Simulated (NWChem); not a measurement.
System: Si2H3Br, singlet; SMILES [SiH3][Si]Br

NWChem input:

```
start job
memory heap 200 mb stack 900 mb global 1100 mb
geometry units angstroms noautoz
  Si     0.970669    -0.388197    -0.625416
  Br    -0.160757     0.977040     0.782508
  Si    -0.409361    -2.312757    -0.117917
  H      0.010545    -3.531977    -0.881079
  H     -1.835090    -2.004452    -0.460906
  H     -0.319529    -2.614291     1.347101
end
basis spherical
  Si library 6-31g*
  Br library 6-31g*
  H library 6-31g*
end
dft
  xc pbe0
  iterations 150
  mulliken
end
task dft energy
```

Low-valent species are run as closed-shell singlets; no triplet was tried in these runs. All runs use the structure optimised with PBE0/def2-SVP.

Question: Give the results of this calculation. (PBE0/6-31G* (spherical d).) Quantities: energy (Ha); highest occupied level (eV); orbital gap (eV); dipole (D).

Answer: 
```yaml
energy (Ha): -3154.04
highest occupied level (eV): -6.54
orbital gap (eV): 3.14
dipole (D): 1.09
```
